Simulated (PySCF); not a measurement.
# Gas-phase thermal properties of SbF₃

Computed with PySCF (xtb for GFN2) and rigid-rotor harmonic-oscillator thermochemistry at 1 bar. All species are closed-shell singlets. Sb: scalar-relativistic def2 core potential, no spin-orbit coupling. The harmonic model lacks anharmonicity and excited electronic states, which grow with temperature; levels with a mode under 35 cm⁻¹ are left out.

```tsv
level	point group	σ	ZPE (kJ/mol)	S°298 (J/mol/K)	Cp298 (J/mol/K)	S°1000 (J/mol/K)	H1000 − H298 (kJ/mol)
GFN2-xTB	C3v	3	10.1	318.0	75.3	414.8	56.6
PBE/def2-SVP	C3v	3	14.7	306.6	68.8	399.5	54.7
PBE0/def2-TZVP	C3v	3	15.5	302.9	67.7	395.2	54.4
```
σ: rotational symmetry number. Electronic degeneracy used: 1. Frequencies are unscaled.
